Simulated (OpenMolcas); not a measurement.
**Co I: effect of the level shift or regulariser**

- Program: OpenMolcas
- Basis: ANO-RCC-VDZP [5s4p2d1f]
- Scalar Hamiltonian: DKH2, point nucleus
- Active space: 9 electrons in 6 orbitals (3d 4s)
- State averaging: 2S+1 = 4 even, 20 roots; 2S+1 = 2 even, 40 roots kept (CI in the orbitals of an earlier block)
- Spin-orbit coupling: RASSI with atomic mean-field integrals over the reference wave functions, term energies averaged over their components

Methods on the same reference wave functions:
A. CASSCF
B. MS-CASPT2, IPEA 0.25 Eh, imaginary shift 0.1 Eh (closed shells correlated: 3s 3p)
C. MS-CASPT2, IPEA 0.25 Eh, imaginary shift 0.3 Eh (closed shells correlated: 3s 3p)

Energies in cm⁻¹ above 3d⁷ 4s² ⁴F_9/2, the measured ground level; measured values from NIST Handbook of Basic Atomic Spectroscopic Data.

```csv
Level,A,B,C,Measured
3d⁷ 4s² ⁴F_9/2,0.0,0.0,0.0,0.0
3d⁷ 4s² ⁴F_7/2,773,775,775,816
3d⁷ 4s² ⁴F_5/2,1344,1343,1343,1407
3d⁷ 4s² ⁴F_3/2,1735,1731,1731,1809
3d⁸ 4s ⁴F_9/2,12088,8110,8350,3483
3d⁸ 4s ⁴F_7/2,12797,8790,9050,4143
3d⁸ 4s ⁴F_5/2,13376,9380,9630,4690
3d⁸ 4s ⁴F_3/2,13791,9800,10040,5076
3d⁷ 4s² ²G_9/2,17655,16830,16830,
3d⁸ 4s ²F_7/2,17774,11740,13090,7442
3d⁷ 4s² ⁴P_5/2,17821,15730,15730,13795
3d⁷ 4s² ⁴P_3/2,18076,15900,15900,14036
3d⁷ 4s² ²G_7/2,18402,17570,17560,
3d⁷ 4s² ⁴P_1/2,18433,16310,16310,14399
3d⁸ 4s ²F_5/2,18884,12820,14180,8461
3d⁷ 4s² ²P_3/2,23214,19520,19510,
3d⁷ 4s² ²H_11/2,23563,23340,23340,
3d⁷ 4s² ²P_1/2,23979,20150,20150,
3d⁷ 4s² ²H_9/2,24212,23980,23980,
3d⁷ 4s² ²D_3/2 [74 %],26346,23940,23960,
```

Deviations, from unrounded energies. A percentage is the sum of absolute deviations over the sum of measured energies, with the sign that they share, or ± where signs differ.

```
                        Against measurement  Levels       A      B      C
             mean absolute deviation (cm-1)      12    5600   2800   3100
      fine structure of the ground term (%)       3    -4.5   -4.6   -4.6
other terms of the ground configuration (%)       3   +28.6  +13.5  +13.5
                   other configurations (%)       6  +166.4  +82.2  +93.2
```

B lies closest to measurement on these levels and A furthest from it. The largest miss of B in the table is 3d⁸ 4s ⁴F_3/2, by +4700 cm-1. The ranking rests on the paired levels alone, and a cruder setting can come out closer through cancelling errors.

Between B and C the level of the table that moves most is 3d⁸ 4s ²F_5/2, by 1400 cm-1 (lowest in B, highest in C). Moves below CASPT2's spread within the term are not significant.

The mean deviations of B to C differ by less than CASPT2's widest spread within a term (1800 cm-1), so their order carries little weight.

From A to B the spin-free energies of the other terms of 3d⁷ 4s² shown, above ⁴F, scale by factors of 0.83 to 0.99.

The lowest spin-free term lies below A's lowest term by 0.505 hartree in B, 0.504 hartree in C.

CASPT2 does not keep the components of a term degenerate, so their means are used; among the terms shown or strongly mixed into the levels shown the widest spread is 1800 cm-1 (3d⁷ 4s² ⁴F, B). Terms from blocks run as CI alone lack orbitals of their own. A single d shell beside an s shell can misplace configurations of different d count against each other. Without dynamic correlation excited terms often stand tens of per cent too high (terms of higher spin than the ground term too low), and those without a measured partner can miss by more than the paired ones (holds for A). The CASPT2 spread within a term exceeds the gap to the next term for 3d⁷ 4s² ²D and 3d⁷ 4s² ²H, so the order of their levels is uncertain (holds for B; C). Computed and measured levels are paired by configuration, term and J; levels that our copy of the source lacks, or whose pairing is in doubt (as where it misses far off the trend of its configuration), stay unpaired and out of the deviations. Levels of configurations outside the active space are missing. The table leaves out levels that lie high or whose names do not pair safely across all columns.

A share in square brackets marks a mixed level and gives the weight of the term that names it, the lowest over the columns.
